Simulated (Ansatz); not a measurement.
`C=CCCCCCCCCCC=C`. The state is a singlet with charge 0. Geometry r2SCAN-D4/def2-SVP.

```csv
atom,x (Å),y (Å),z (Å)
C1,3.605,4.338,3.243
C2,3.281,4.175,1.955
C3,2.394,3.109,1.382
C4,1.778,2.142,2.387
C5,0.823,1.122,1.765
C6,1.488,0.140,0.798
C7,0.573,-0.992,0.325
C8,-0.626,-0.536,-0.504
C9,-1.469,-1.693,-1.032
C10,-2.671,-1.241,-1.857
C11,-3.544,-2.398,-2.366
C12,-2.837,-3.296,-3.334
C13,-2.636,-4.609,-3.172
H14,4.264,5.152,3.559
H15,3.231,3.674,4.028
H16,3.699,4.877,1.220
H17,2.978,2.553,0.624
H18,1.588,3.599,0.800
H19,1.235,2.723,3.153
H20,2.586,1.609,2.924
H21,0.341,0.545,2.576
H22,0.006,1.663,1.253
H23,1.871,0.681,-0.087
H24,2.375,-0.296,1.293
H25,0.213,-1.562,1.203
H26,1.166,-1.707,-0.274
H27,-1.269,0.134,0.096
H28,-0.268,0.076,-1.355
H29,-1.823,-2.307,-0.181
H30,-0.835,-2.366,-1.639
H31,-3.296,-0.561,-1.251
H32,-2.320,-0.641,-2.718
H33,-4.437,-1.970,-2.859
H34,-3.909,-2.995,-1.512
H35,-2.450,-2.809,-4.243
H36,-2.099,-5.201,-3.918
H37,-3.005,-5.134,-2.283
```

Estimate the orbital energies around the gap (eV) in Ansatz with HF/STO-3G, PBE-D4/def2-SVP, PBE-D4/def2-TZVP, r2SCAN-D4/def2-TZVP, PBE0-D4/def2-SVP.


| orbital | HF/STO-3G | PBE-D4/def2-SVP | PBE-D4/def2-TZVP | r2SCAN-D4/def2-TZVP | PBE0-D4/def2-SVP |
| --- | --- | --- | --- | --- | --- |
| HOMO−13 | -13.20 | -9.02 | -9.08 | -9.44 | -10.57 |
| HOMO−12 | -12.79 | -8.74 | -8.79 | -9.14 | -10.26 |
| HOMO−11 | -12.69 | -8.59 | -8.65 | -9.00 | -10.10 |
| HOMO−10 | -12.50 | -8.37 | -8.44 | -8.78 | -9.87 |
| HOMO−9 | -11.95 | -8.02 | -8.08 | -8.40 | -9.47 |
| HOMO−8 | -11.79 | -7.95 | -8.00 | -8.31 | -9.40 |
| HOMO−7 | -11.63 | -7.89 | -7.95 | -8.26 | -9.34 |
| HOMO−6 | -11.39 | -7.69 | -7.74 | -8.04 | -9.11 |
| HOMO−5 | -11.32 | -7.53 | -7.59 | -7.89 | -8.94 |
| HOMO−4 | -11.02 | -7.39 | -7.44 | -7.71 | -8.78 |
| HOMO−3 | -10.92 | -7.32 | -7.37 | -7.64 | -8.71 |
| HOMO−2 | -10.72 | -7.25 | -7.30 | -7.59 | -8.64 |
| HOMO−1 | -8.20 | -6.09 | -6.18 | -6.37 | -7.26 |
| HOMO | -8.18 | -6.04 | -6.14 | -6.34 | -7.21 |
| LUMO | 8.72 | -0.53 | -0.74 | -0.50 | 0.52 |
| LUMO+1 | 8.82 | -0.38 | -0.58 | -0.34 | 0.68 |
| LUMO+2 | 15.17 | 0.99 | 0.42 | 1.08 | 1.86 |
| LUMO+3 | 15.51 | 1.21 | 0.65 | 1.33 | 2.09 |
| LUMO+4 | 15.85 | 1.29 | 0.76 | 1.47 | 2.18 |
| LUMO+5 | 15.95 | 1.41 | 0.86 | 1.54 | 2.30 |
